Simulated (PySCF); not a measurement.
Computed IR spectrum (relative IR intensity) of a molecule C3H10OSi2. The structure is a stationary point at PBE0-D3(BJ)/def2-SVP. The values are those of a single conformer. These are PBE0-D3(BJ)/def2-SVP (PySCF) values and carry that method's errors. Frequencies are harmonic and unscaled.

Lines under 2 % of the strongest are left out, and lines within 2 cm⁻¹ are merged.

ν (cm⁻¹): 188 (m), 221 (m), 271 (w), 496 (vw), 618 (w), 646 (w), 666 (w), 693 (m), 719 (w), 775 (w), 835 (s), 856 (w), 889 (w), 908 (vs), 929 (s), 943 (w), 952 (m), 976 (w), 1153 (m), 1245 (w), 1416 (vw), 1438 (vw), 2209 (m), 2219 (m), 2225 (m), 2241 (m), 2271 (m), 3056 (vw), 3135 (vw), 3940 (m) (against the strongest line: vs over 80 %, s over 45 %, m over 15 %, w over 4 %, vw less)

Problem. Which molecule gave these data?
A) OC1[C@@H]([SiH3])[C@@H]1[SiH3]
B) C=C([SiH3])C[SiH2]O
C) CC1(O)[SiH2]C[SiH2]1
D) C[C@@H]1O[SiH2][C@@H]1[SiH3]

Solution. B, C=C([SiH3])C[SiH2]O
